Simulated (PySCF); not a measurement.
A PySCF script (with the pyscf-properties extension) for the NMR shieldings of `CC1=CCCP1N`, C₅H₁₀NP, on a GFN2-xTB geometry:

```python
import basis_set_exchange as bse
import numpy as np
from pyscf import gto, dft
from pyscf.prop import nmr

atoms = """
C     2.181112   -0.851078    0.111890
C     0.887577   -0.117370    0.001044
C     0.436192    0.541848   -1.058300
C    -0.900734    1.204217   -0.944499
C    -1.285299    1.207398    0.538278
P    -0.302036   -0.109976    1.419630
N    -1.284459   -1.453712    1.023614
H     2.005628   -1.892019    0.387204
H     2.794020   -0.405545    0.895021
H     2.731454   -0.822332   -0.827062
H     0.975777    0.611107   -1.993421
H    -1.634585    0.649708   -1.538410
H    -0.865963    2.219848   -1.346036
H    -1.019585    2.165006    0.991680
H    -2.349164    1.039963    0.705347
H    -1.295113   -1.703840    0.039793
H    -1.081822   -2.271192    1.584320
"""
names = dict.fromkeys(["C", "P", "N", "H"], "pcSseg-1")
basis = {el: gto.basis.parse(bse.get_basis(n, elements=[el], fmt="nwchem")) for el, n in names.items()}
mol = gto.M(atom=atoms, basis=basis, charge=0, verbose=0)
mf = dft.RKS(mol, xc="PBE0")
mf.grids.level = 2
mf.grids.alignment = dft.numint.BLKSIZE   # the property module wants whole blocks of grid points
mf.conv_tol = 1e-9
mf.kernel()

calc = nmr.RKS(mf)   # GIAO
C = mf.mo_coeff
Co = C[:, mf.mo_occ > 0]
resp = mf.gen_response(singlet=True, hermi=2)
def vind(x):   # induced exchange potential for any number of trial vectors
    d = np.einsum("pi,xij,qj->xpq", C, 2 * x.reshape(-1, C.shape[1], Co.shape[1]), Co, optimize=True)
    return np.einsum("xpq,pi,qj->xij", resp(d - d.transpose(0, 2, 1)), C, Co, optimize=True).ravel()
mo1, _ = nmr.rhf.solve_mo1(calc, with_cphf=vind)
sigma = calc.kernel(mo1)
for i, s in enumerate(sigma):   # ppm
    print("%2d %-2s %9.2f" % (i, mol.atom_pure_symbol(i), np.trace(s) / 3))
```

Q: Give the expected output.

A: 
```
 0 C     167.09
 1 C      28.19
 2 C      45.20
 3 C     149.89
 4 C     151.44
 5 P     281.53
 6 N     226.39
 7 H      29.64
 8 H      29.51
 9 H      29.60
10 H      25.58
11 H      28.76
12 H      29.14
13 H      29.78
14 H      29.86
15 H      31.02
16 H      30.18
```

These numbers come from an equivalent density-fitted implementation of the same equations, which agrees with the script to about 0.01 ppm for H and up to a few tenths of a ppm for heavy atoms, so last digits may differ.

Size and cost of the density-fitted run: 176 basis functions, 54 s wall time on 1 thread of an Arm Neoverse N1, shared host; peak memory 0.8 GiB.
